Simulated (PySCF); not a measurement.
Delta-SCF ions had no search for a lower state. Excitations are Tamm–Dancoff values on a coarser integration grid. The basis has no diffuse functions, so Rydberg states are missing or too high.

Species: C$_{2}$H$_{5}$N, SMILES `C=NC` (charge 0, multiplicity 1).

**Question.** What brightest of the four lowest singlets (TDA), S1–T1 gap (TDA) and vertical ionisation energy (Delta-SCF) does PBE0-D3(BJ)/def2-TZVP in PySCF 2.14.0 give?

**Answer.** 
```
Property                                      Result
-------------------------------------------  -------
brightest of the four lowest singlets (TDA)  8.28 eV
S1–T1 gap (TDA)                              0.95 eV
vertical ionisation energy (Delta-SCF)       9.73 eV
```
